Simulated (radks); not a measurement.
Results of a calculation; reference values are marked as such.
Numerical settings for the oxygen ion O3+, [He] 2s2 2p1. Level of theory: scalar-relativistic Kohn-Sham, BLYP, spin-polarised, spherical densities, point nucleus; open shells are filled with parallel spins first (a radial shooting solver on a logarithmic mesh with Libxc functionals). The defaults (mesh step 0.008 in ln r, mesh end at 40 bohr or more with all orbitals vanishing there, Anderson mixing 0.5 over 9 steps, residual threshold near 1e-9 with the energy settled to 1e-9 hartree or 1e-11 of itself, here a cap of 100 iterations) give E = -71.2878 hartree and 2p at -66.376 eV in 13 iterations. Run on one thread of a shared host, so times are rough (Intel(R) Xeon(R) Platinum 8488C): 0.13 s of CPU time, 0.13 s wall, 13 iterations on 2476 mesh points. Changes against that run (0 stands for a change within the tolerance of the run):

| setting | iterations | converged | E (mhartree) | e(2p) (meV) | CPU (s) |
|---|---|---|---|---|---|
| mesh step in ln r 0.003 | 13 | yes | 0 | 0 | 0.32 |
| mesh step in ln r 0.12 | 3 | no | diverged | - | 0.02 |
| mesh step in ln r 0.03 | 13 | yes | 0 | 0 | 0.05 |
| mesh end (bohr) 400 | 13 | yes | 0 | 0 | 0.14 |
| mesh end (bohr) 12 | 13 | yes | 0 | 0 | 0.12 |
| residual threshold 1e-13 | 18 | yes | 0 | 0 | 0.16 |
| residual threshold 0.001 | 8 | yes | 0 | -0.19 | 0.09 |
| mixing 2.5 | 14 | yes | 0 | 0 | 0.14 |
| linear mixing, mixing 1 | 16 | yes | 0 | 0 | 0.13 |
| linear mixing, mixing 0.05 | 100 | no | +0.000415 | -100 | 0.7 |
| mixing history 20 | 17 | yes | 0 | 0 | 0.16 |
| iteration cap 8 | 8 | no | 0 | +0.00485 | 0.08 |

No run marked as converged misses the energy by more than 1 mhartree. A mesh that ends early acts as a hard wall.
